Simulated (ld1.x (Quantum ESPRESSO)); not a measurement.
Values are calculated unless marked as measured or tabulated.
Pseudopotentials across the periodic table

Generated with ld1.x 7.5 (TM, RRKJ, ultrasoft, PAW), atompaw 4.2 or ONCVPSP 4.0.1. The cutoff is in Ry: for ld1.x and atompaw files where the sum of valence levels is converged to 10 mRy in a Bessel basis, for ONCV files where the hardest occupied wave has 1 mHa per electron of residual kinetic energy. The error is the largest all-electron minus pseudo excitation energy over each file’s own four to seven test configurations (ionisations up to +4, promotions, holes and added fractions of an electron), all of which were solved. The labels leave out finer settings (local radius, basis sizes, second energies), which also bear on the numbers. Spin-polarised tests are not counted. The rows are a selection from randomly drawn settings: files with unsolved tests, undetermined cutoffs or missed reference levels are left out.

A true bound ghost makes a file unfit for plane-wave use even where its test errors are small: the radial tests pick states by their node count and pass the ghost by.

| element | potential | cutoff (Ry) | largest error (meV) | bound ghosts |
| --- | --- | --- | --- | --- |
| Ne | PAW, PBEsol, scalar-relativistic, rc 0.70/1.25 (sp), local smoothed, core correction yes, reference 2s2 2p5.75 | 50 | +152 | none |
| Mn | TM semilocal, LDA (PZ), non-relativistic, rc 2.44/2.12/1.28 (spd), local p, core correction yes, reference 3d5 4s2 4p0 | 140 | -226 | none |
| Co | ultrasoft, PBEsol, scalar-relativistic, rc 1.50/1.25/1.10 (spd), local smoothed, core correction yes, reference 3s2 3p6 3d7 4s2 4p0 | 90 | -18 | none |
| Sn | TM, PW91, scalar-relativistic, rc 1.60/2.60/1.60 (spd), local s, core correction no, reference 4d10 5s2 5p1.5 | 80 | -270 | none |
| Hg | TM semilocal, LDA (PZ), scalar-relativistic, rc 2.15/2.50/1.90 (spd), local p, core correction no, reference 5d10 6s2 6p0 | 50 | +36 | none |

(1) Fill in the row for Os: TM, PBEsol, scalar-relativistic, rc 2.50/3.70/1.30 (spd), local s, core correction yes, reference 5d6 6s1.5 6p0.5.

(2) Fill in the row for B: RRKJ, PBE, scalar-relativistic, rc 1.20/3.20/2.85 (spd), local smoothed, core correction yes, reference 2s1.5 2p0.

(3) Fill in the row for Cd: TM, PBE, scalar-relativistic, rc 1.85/3.60/1.15 (spd), local s, core correction no, reference 4d10 5s1.75 5p0.25.

Answers

(1) cutoff 35 Ry, largest error -616 meV, bound ghosts: none.

(2) cutoff 45 Ry, largest error +799 meV, bound ghosts: s.

(3) cutoff 90 Ry, largest error -130 meV, bound ghosts: none.
